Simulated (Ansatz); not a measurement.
Species: CrO, charge 0, multiplicity 5. The spin state was set by rule; other spins were not relaxed. SMILES: [O]=[Cr]
Geometry from a B3LYP-D3(BJ)/def2-TZVP (Ansatz, a first-principles code) optimisation:
```
O
Cr 1 1.6121
```
Charge 0, spin multiplicity 5.

Property: vertical electron affinity (to the sextet state of charge -1; a negative value means that the extra electron is unbound and the number depends on the basis; each state is the SCF solution reached for its spin; the UHF <S^2> is 8.90 for the sextet (pure: 8.75) and 6.65 for the quintet (pure: 6.00); for the sextet T1 is 0.064; for the quintet the Hartree-Fock reference is unstable and T1 is 0.067), in eV. Correlated levels leave the core frozen unless marked. UHF or UKS for open shells. Spin-orbit coupling is left out. The frozen core is the preceding noble-gas configuration, with the filled d and f shells of earlier blocks. Non-relativistic. Anions need diffuse functions: def2-D sets add few.  The program attaches cautions to a run behind CCSD/def2-SVPD: large difference. The program attaches cautions to a run behind CCSD/def2-TZVPPD: large difference. The program attaches cautions to a run behind CCSD/def2-QZVPPD: large difference. The program attaches cautions to a run behind CCSD(T)/def2-SVPD: large difference. The program attaches cautions to a run behind CCSD(T)/def2-TZVPPD: large difference. The program attaches cautions to a run behind CCSD(T)/def2-QZVPPD: large difference.

| level | program | vertical electron affinity (eV) |
|---|---|---|
| PBE/def2-TZVPD | Ansatz | 1.16 |
| r2SCAN/def2-TZVPD | Ansatz | 1.25 |
| B3LYP/def2-TZVPD | Ansatz | 1.15 |
| PBE0/def2-TZVPD | Ansatz | 1.16 |
| BHLYP/def2-TZVPD | Ansatz | 1.05 |
| CAM-B3LYP/def2-TZVPD | Ansatz | 1.18 |
| wB97X-V/def2-TZVPD | Ansatz | 1.11 |
| wB97X/def2-TZVPD | Ansatz | 1.04 |
| CCSD/def2-SVPD | Ansatz | 0.96 |
| CCSD/def2-TZVPPD | Ansatz | 1.07 |
| CCSD/def2-QZVPPD | Ansatz | 1.09 |
| CCSD(T)/def2-SVPD | Ansatz | 1.04 |
| CCSD(T)/def2-TZVPPD | Ansatz | 1.16 |
| CCSD(T)/def2-QZVPPD | Ansatz | 1.18 |
